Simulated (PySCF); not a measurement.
PySCF input (BP86/6-31G* with LANL2DZ past Ar (5d)):

```python
from pyscf import gto, dft

mol = gto.M(
    atom='''
    Ta    0.18903900    0.01764100    0.24473500
    O     1.53795100   -0.80356100   -0.47784200
    O    -0.63822600   -1.15055300    1.22810000
    Cl   -1.23515500    0.84383100   -1.40398300
    ''',
    basis={'default': '6-31g*', 'Ta': 'lanl2dz'},
    ecp={'Ta': 'lanl2dz'},
    charge=0,
    spin=0,
    verbose=4,
)

mf = dft.RKS(mol, xc='bp86')
mf.grids.level = 3
mf.conv_tol = 1e-9
mf.max_cycle = 100
mf.max_memory = 1500
mf.kernel()
if not mf.converged:
    mf = mf.newton()
    mf.kernel(mf.make_rdm1())
mf.dip_moment()
```

From the output:

```
    S. Lehtola, C. Steigemann, M. J. T. Oliveira, and M. A. L. Marques,  SoftwareX 7, 1–5 (2018)
XC functionals = bp86
    A. D. Becke,  Phys. Rev. A 38, 3098 (1988)
    J. P. Perdew,  Phys. Rev. B 33, 8822 (1986)
    J. P. Perdew,  Phys. Rev. B 34, 7406–7406 (1986)
radial grids:
    Treutler-Ahlrichs [JCP 102, 346 (1995); DOI:10.1063/1.469408] (M4) radial grids

becke partition: Becke, JCP 88, 2547 (1988); DOI:10.1063/1.454033
pruning grids: <function nwchem_prune>
grids dens level: 3
symmetrized grids: False
atomic radii adjust function: <function treutler_atomic_radii_adjust>
small_rho_cutoff = 0
Set gradient conv threshold to 3.16228e-05
Initial guess from minao.
tot grids = 71056
init E= -669.753084394404
  HOMO = -0.274273061996482  LUMO = 0.023356074283114  gap/eV = 8.09890
cycle= 1 E= -666.604800175507  delta_E= 3.15  |g|= 2.75  |ddm|= 3.03
  HOMO = -0.246101703189637  LUMO = -0.0904271691398932  gap/eV = 4.23612
cycle= 2 E= -649.68688001128  delta_E= 16.9  |g|= 5.82  |ddm|= 7.37
  HOMO = -0.179634140945202  LUMO = -0.128373625526716  gap/eV = 1.39487
cycle= 3 E= -667.630695004125  delta_E= -17.9  |g|=  1.9  |ddm|= 6.84
  HOMO = -0.210460405880865  LUMO = -0.0701021310650969  gap/eV = 3.81934
cycle= 4 E= -668.291230796151  delta_E= -0.661  |g|= 1.04  |ddm|= 2.46
  HOMO = -0.282783315907575  LUMO = -0.174233350519545  gap/eV = 2.95380
cycle= 5 E= -668.625946241986  delta_E= -0.335  |g|= 0.538  |ddm|= 1.42
  HOMO = -0.27619064108944  LUMO = -0.177894578381361  gap/eV = 2.67477
cycle= 6 E= -668.658877782744  delta_E= -0.0329  |g|= 0.343  |ddm|= 0.24
  HOMO = -0.268744999448263  LUMO = -0.18388143035231  gap/eV = 2.30926
cycle= 7 E= -668.681384810922  delta_E= -0.0225  |g|= 0.155  |ddm|= 0.195
  HOMO = -0.25381331214144  LUMO = -0.181116018795069  gap/eV = 1.97819
cycle= 8 E= -668.685892689225  delta_E= -0.00451  |g|= 0.0451  |ddm|= 0.144
  HOMO = -0.259039223753529  LUMO = -0.183699557277742  gap/eV = 2.05010
cycle= 9 E= -668.686569320871  delta_E= -0.000677  |g|= 0.00815  |ddm|= 0.0517
  HOMO = -0.259138899407747  LUMO = -0.184069195016147  gap/eV = 2.04275
cycle= 10 E= -668.686585729522  delta_E= -1.64e-05  |g|= 0.00425  |ddm|= 0.00953
  HOMO = -0.259141295233034  LUMO = -0.184113665080935  gap/eV = 2.04161
cycle= 11 E= -668.686585810985  delta_E= -8.15e-08  |g|= 0.00424  |ddm|= 0.00529
  HOMO = -0.25914663067619  LUMO = -0.184131732153186  gap/eV = 2.04126
cycle= 12 E= -668.686589631821  delta_E= -3.82e-06  |g|= 0.000227  |ddm|= 0.00282
  HOMO = -0.259117937608037  LUMO = -0.184100477083236  gap/eV = 2.04133
cycle= 13 E= -668.68658964681  delta_E= -1.5e-08  |g|= 3.32e-05  |ddm|= 0.000268
  HOMO = -0.259119658744267  LUMO = -0.1841029003573  gap/eV = 2.04131
cycle= 14 E= -668.686589647109  delta_E= -2.99e-10  |g|= 9.24e-06  |ddm|= 4.29e-05
  HOMO = -0.25912194306181  LUMO = -0.184103761129252  gap/eV = 2.04135
Extra cycle  E= -668.686589646989  delta_E= 1.19e-10  |g|= 2.3e-05  |ddm|= 3.36e-05
converged SCF energy = -668.686589646989
Dipole moment(X, Y, Z, Debye):  1.26892,  4.15875,  2.46458
```

The geometry given is a B3LYP-D3(BJ)/def2-TZVP minimum.
